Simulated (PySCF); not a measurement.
Computed IR spectrum (relative IR intensity) of a molecule C2H6BClO. Coordinates come from a PBE0-D3(BJ)/def2-SVP optimisation. Other conformers were not sampled. These are PBE0-D3(BJ)/def2-SVP (PySCF 2.14.0) values and carry that method's errors. Frequencies are harmonic and unscaled.

Lines under 2 % of the strongest are left out, and lines within 2 cm⁻¹ are merged.

ν (cm⁻¹): 365 (w), 590 (w), 629 (s), 742 (w), 899 (m), 998 (m), 1172 (vs), 1250 (vw), 1287 (s), 1419 (vw), 1451 (s), 1475 (w), 1480 (m), 3035 (w), 3058 (w), 3103 (vw), 3147 (w), 3156 (w), 3889 (m) (against the strongest line: vs over 80 %, s over 45 %, m over 15 %, w over 4 %, vw less)

Task: Pick the molecule that these values belong to.
(A) COB(C)Cl
(B) CCB(O)Cl
(C) CCOBCl

Result: B, CCB(O)Cl
